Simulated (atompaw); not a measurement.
## Which change was made? (B, PAW (atompaw))

B (Z = 5), PAW, made with atompaw 4.2.0.5 (PBEsol, scalar-relativistic). Core [He], reference 2s2 2p0 (charge +1). Waves: 2s (bound): rc 1.40 bohr; 2s channel at 0.5 Ry: rc 2.25 bohr; 2p (bound, empty): rc 2.25 bohr; 2p channel at -0.4 Ry: rc 2.25 bohr. Local part: vpsmatchnc scheme with l = 2 at 1 Ry, radius 1.75 bohr. Core correction: smooth core density matched at 1.60 bohr. Augmentation charge: sinc compensation charge, radius 2.00 bohr; PAW radius 2.25 bohr; waves and projectors: custom polynom gramschmidtortho.

Cutoffs, loose and tight: the cutoffs (Ry, on a coarse ladder) from which the occupation-weighted sum of valence levels, in a spherical-Bessel basis at the reference potential, stays within 10 and 1 mRy of its value at 400 Ry. They see the waves, projectors and local potential, not the compensation charge or the core.

The base gives: outcome: generated; cutoff, loose: 18 Ry; cutoff, tight: 30 Ry; bound ghosts: none.

Problem. After one change the result is: outcome: generated; cutoff, loose: 6 Ry; cutoff, tight: 18 Ry; bound ghosts: none. Which change was it?
A. all radii scaled by about 0.84 (s 1.18, p 1.88 bohr); local potential vpsmatchnc scheme with l = 2 at 1 Ry, radius 1.46 bohr; augmentation sinc compensation charge, radius 1.68 bohr; PAW radius 1.88 bohr; waves and projectors: custom polynom gramschmidtortho; core correction smooth core density matched at 1.34 bohr
B. all radii scaled by about 1.11 (s 1.56, p 2.50 bohr); local potential vpsmatchnc scheme with l = 2 at 1 Ry, radius 1.94 bohr; augmentation sinc compensation charge, radius 2.22 bohr; PAW radius 2.50 bohr; waves and projectors: custom polynom gramschmidtortho; core correction smooth core density matched at 1.78 bohr
C. all radii scaled by about 1.22 (s 1.70, p 2.74 bohr); local potential vpsmatchnc scheme with l = 2 at 1 Ry, radius 2.12 bohr; augmentation sinc compensation charge, radius 2.42 bohr; PAW radius 2.74 bohr; waves and projectors: custom polynom gramschmidtortho; core correction smooth core density matched at 1.94 bohr

Solution. C. The others give: all radii scaled by about 0.84 (s 1.18, p 1.88 bohr); local potential vpsmatchnc scheme with l = 2 at 1 Ry, radius 1.46 bohr; augmentation sinc compensation charge, radius 1.68 bohr; PAW radius 1.88 bohr; waves and projectors: custom polynom gramschmidtortho; core correction smooth core density matched at 1.34 bohr → outcome: generated; cutoff, loose: 25 Ry; cutoff, tight: 40 Ry; bound ghosts: none | all radii scaled by about 1.11 (s 1.56, p 2.50 bohr); local potential vpsmatchnc scheme with l = 2 at 1 Ry, radius 1.94 bohr; augmentation sinc compensation charge, radius 2.22 bohr; PAW radius 2.50 bohr; waves and projectors: custom polynom gramschmidtortho; core correction smooth core density matched at 1.78 bohr → outcome: generated; cutoff, loose: 10 Ry; cutoff, tight: 21 Ry; bound ghosts: none.
